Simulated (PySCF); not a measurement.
BHI₂, SMILES IBI. Geometry: B3LYP-D3(BJ)/def2-SVP. The def2 effective core potentials stand for the cores of I; spin–orbit coupling is left out.

All values below come from PySCF 2.14.0 with B3LYP-D3(BJ)/def2-SVP.

Harmonic wavenumbers (cm⁻¹): 124, 497, 660, 693, 980, 2689. Rotational constants (GHz): 32.96, 0.5726, 0.5629; symmetry number 2.

**Question.** Work out the zero-point energy and the ideal-gas rigid-rotor harmonic-oscillator thermochemistry at 298.15 K and 1 atm.

**Answer.** ZPE = ½ Σ hcν = ½ × 5643 cm⁻¹ = 8.07 kcal/mol. H − E(el) = 11.19 kcal/mol. Entropy in cal/(mol K): translation 42.63, rotation 26.43, vibration 4.48, total 73.54. G − E(el) = -10.73 kcal/mol. Cp = 13.28 cal/(mol K). Modes under 150 cm⁻¹ make the vibrational entropy uncertain.
